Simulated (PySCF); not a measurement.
C₄H₇O (SMILES [CH2]C(=O)CC), doublet (typed; the unrestricted solution is spin-contaminated), geometry from GFN2-xTB. Base run: HF/6-31G run with PySCF.

Input for PySCF:
```python
from pyscf import gto, scf, solvent

mol = gto.M(
    atom='''
C     1.44538618   -0.75545318    0.15110059
C     0.54928130    0.30714411   -0.12707092
O     0.80445865    1.18727920   -0.94824268
C    -0.75090609    0.30809842    0.66063153
C    -1.67588226   -0.77857191    0.11416081
H     1.23383447   -1.48545118    0.91118282
H     2.41119489   -0.77120502   -0.32326538
H    -0.54594098    0.12537383    1.71682460
H    -1.22109494    1.28607918    0.55487985
H    -2.60737739   -0.79427592    0.67530114
H    -1.90331819   -0.58692520   -0.93180302
H    -1.21024177   -1.75913405    0.18988933
''',
    basis='6-31g',
    spin=1,
    verbose=4,
)

mf = scf.UHF(mol)
mf.kernel()
```

The base run was repeated with changes; each row names its change, and settings that it needs were set with it.

| change | ΔE vs base (kcal/mol) | dipole (D) |
|---|---|---|
| base | 0.000 | 3.03 |
| model = ddCOSMO; solvent = water | -4.12 | 3.87 |
| model = IEF-PCM; solvent = water | -5.44 | 4.04 |
| model = IEF-PCM; solvent = dimethylsulfoxide | -5.36 | 4.02 |
| model = IEF-PCM; solvent = acetonitrile | -5.30 | 4.01 |
| model = IEF-PCM; solvent = water; vdw_scale = 1.4 | -3.31 | 3.72 |
| model = IEF-PCM; solvent = water; r_probe = 0.5 | -2.44 | 3.58 |
| model = IEF-PCM; solvent = water; vdw_scale = 1.1 | -7.28 | 4.29 |
| model = COSMO; solvent = water | -5.43 | 4.04 |
| model = SS(V)PE; solvent = water | -5.37 | 4.02 |
| model = IEF-PCM; solvent = water; lebedev_order = 41 | -5.45 | 4.04 |
| model = C-PCM; solvent = water | -5.47 | 4.05 |

The base is the gas phase, so ΔE is the electrostatic part of solvation at a fixed geometry, without cavity and dispersion terms.

Open shells are given as the SCF converged; they aren't shown to be the lowest states, and a large step between rows can be another state.
